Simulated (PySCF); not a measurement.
Vertical excitations of a molecule C2H7ClSi from TDA-PBE/def2-SVPD (PySCF), as energy in eV (oscillator strength): 7.05 (0.004), 7.11 (0.013), 7.18 (0.055), 7.19 (0.022), 7.63 (0.035), 7.69 (0.027), 7.96 (0.007), 8.06 (0.061), 8.18 (0.027), 8.29 (0.000). Lowest triplet (TDA): 6.74 eV. The structure is a stationary point at B3LYP-D3(BJ)/def2-SVP. One conformer was computed; it need not be the lowest.

Task: Which molecule gave these data?
A. [SiH3]CCCl
B. CC[SiH2]Cl
C. C[SiH](C)Cl

Result: C, C[SiH](C)Cl
